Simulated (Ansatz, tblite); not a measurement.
Spin states of Li₆⁺ (the lowest doublet isomer of a short search), each relaxed with PBE0/def2-TZVP in Ansatz. Electronic energies in the gas phase.

The xTB rows come from tblite. B3LYP takes the VWN-RPA correlation. Correlated methods freeze no core orbitals; core or outer-core shells of Li are correlated, in sets that lack core-valence functions. The structure comes from a short search, and lower isomers may exist.

Doublet geometry (C2v within 0.1 Å):

Cartesian coordinates in Å:
```
Li 1.5578 0.7220 1.7043
Li 1.8186 -0.3568 -1.5608
Li -1.4875 0.6781 2.4941
Li -0.5134 1.1979 -0.4294
Li -0.2793 -1.2845 0.3942
Li -1.0962 -0.9567 -2.6025
```

Quartet geometry (Oh within 0.1 Å):

Cartesian coordinates in Å:
```
Li -1.882 0.939 0.517
Li 0.748 0.441 1.984
Li -0.756 -0.436 -1.981
Li 0.759 1.899 -0.714
Li -0.753 -1.907 0.701
Li 1.884 -0.937 -0.508
```

⟨S²⟩: doublet 0.78 at PBE0/def2-TZVP (pure 0.75), quartet 3.76 at PBE0/def2-TZVP (pure 3.75).

Run but left out: HF/STO-3G, HF/def2-TZVP, HF/def2-TZVPP, MP2/def2-TZVP, MP2/def2-TZVPP, CCSD/def2-TZVPP, CCSD(T)/def2-TZVPP (doublet: ⟨S²⟩ 1.13 to 1.38, where a pure state has 0.75).

Only these spin states were relaxed. The quartet has other bonds than the doublet, so the gap mixes isomer and spin.

| level | quartet − doublet (kcal/mol) | lowest of these |
| --- | --- | --- |
| r2SCAN/def2-TZVP | 4.6 | doublet |
| r2SCANh/def2-TZVP | 5.1 | doublet |
| PBE0/def2-TZVP | 9.2 | doublet |
| ωB97M-V/def2-TZVP | 14.1 | doublet |
| RPA@PBE/def2-TZVP | 9.0 | doublet |

(1) Estimate the rows for GFN1-xTB, GFN2-xTB, PBE/def2-TZVP, revPBE/def2-TZVP, B3LYP/def2-TZVP.

Results:

(1) 
```
           level  quartet − doublet (kcal/mol)  lowest of these
        GFN1-xTB                           7.0          doublet
        GFN2-xTB                           9.4          doublet
   PBE/def2-TZVP                           8.2          doublet
revPBE/def2-TZVP                           8.5          doublet
 B3LYP/def2-TZVP                          13.4          doublet
```

The xTB methods have no spin-polarisation term.
